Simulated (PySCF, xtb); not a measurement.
H7NSSi2, SMILES N[SiH2]S[SiH3].

GFN2-xTB (xtb 6.7.1) at its own geometry gives an orbital gap of 4.50 eV and a dipole moment of 1.77 D.

Coordinates come from a B3LYP-D3(BJ)/def2-SVP optimisation. The values are those of a single conformer.

Task: What does PBE/def2-TZVP (PySCF) give? (The exact figures need the calculation; the answer reports its results.)

Result: gap 5.11 eV (levels -6.05 and -0.94 eV), dipole 1.22 D.
